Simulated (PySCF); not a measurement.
C₂H₆FInO, SMILES [CH2](C)[In]([OH])[F]. Atoms are numbered in the order given.

```xyz
11

In     0.1041     0.1649     0.2269
F      1.1423     0.0649     1.8949
C     -0.1417    -1.6303    -0.9574
C     -1.0212    -1.4883    -2.1935
H     -0.5337    -2.3799    -0.2506
H      0.8854    -1.9406    -1.2111
H     -0.6259    -0.7444    -2.9034
H     -2.0504    -1.1880    -1.9406
H     -1.0899    -2.4467    -2.7367
O     -0.4964     2.0667     0.0638
H     -1.0205     2.2123    -0.7364
```

Geometry optimised at r2SCAN-D4/def2-SVP. The def2 effective core potentials stand for the cores of In; spin–orbit coupling is left out. The values are those of a single conformer.

Calculation: PySCF with r2SCAN-D4/def2-SVP.

Frequencies are harmonic and unscaled.

Computed vibrational spectrum:
| mode | ν (cm⁻¹) | IR (km/mol) | Raman (Å⁴/amu) | depolarisation | moving atoms (share of kinetic energy) |
|---|---|---|---|---|---|
| 1 | 17 | 3.9 | 0.0 | – | H 41 %, C 35 %, F 21 % |
| 2 | 64 | 6.9 | 2.1 | 0.69 | O 28 %, C 25 %, F 18 %, H 15 %, In 14 % |
| 3 | 110 | 18.4 | 0.2 | 0.75 | In 28 %, O 28 %, H 18 %, F 18 %, C 8 % |
| 4 | 148 | 15.1 | 1.5 | 0.68 | F 48 %, O 35 %, In 10 % |
| 5 | 231 | 6.7 | 3.9 | 0.36 | C 62 %, H 22 %, In 12 % |
| 6 | 241 | 1.5 | 0.1 | 0.75 | H 86 %, C 11 % |
| 7 | 279 | 72.9 | 0.6 | 0.75 | H 93 % |
| 8 | 471 | 4.8 | 38.4 | 0.16 | C 68 %, H 21 % |
| 9 | 599 | 74.0 | 13.7 | 0.13 | O 72 %, In 13 %, F 11 % |
| 10 | 601 | 71.7 | 5.7 | 0.65 | F 74 %, In 15 %, O 11 % |
| 11 | 636 | 22.5 | 0.2 | 0.74 | H 82 %, C 17 % |
| 12 | 778 | 80.8 | 0.9 | 0.51 | H 93 % |
| 13 | 941 | 1.7 | 0.0 | – | H 91 %, C 8 % |
| 14 | 963 | 6.4 | 1.3 | 0.55 | H 81 %, C 19 % |
| 15 | 1050 | 4.6 | 9.8 | 0.73 | C 73 %, H 27 % |
| 16 | 1181 | 27.3 | 39.9 | 0.23 | H 68 %, C 32 % |
| 17 | 1240 | 2.3 | 1.2 | 0.75 | H 77 %, C 23 % |
| 18 | 1390 | 5.2 | 11.2 | 0.60 | H 82 %, C 18 % |
| 19 | 1434 | 2.5 | 7.2 | 0.75 | H 89 %, C 11 % |
| 20 | 1471 | 1.8 | 16.1 | 0.73 | H 97 % |
| 21 | 1476 | 9.9 | 20.6 | 0.75 | H 97 % |
| 22 | 3023 | 33.9 | 203.6 | 0.07 | H 97 % |
| 23 | 3059 | 5.8 | 128.1 | 0.11 | H 95 % |
| 24 | 3107 | 13.0 | 136.1 | 0.65 | H 91 %, C 9 % |
| 25 | 3116 | 2.0 | 133.8 | 0.75 | H 91 %, C 9 % |
| 26 | 3134 | 15.3 | 16.2 | 0.75 | H 90 %, C 10 % |
| 27 | 3831 | 42.4 | 107.0 | 0.23 | H 94 % |
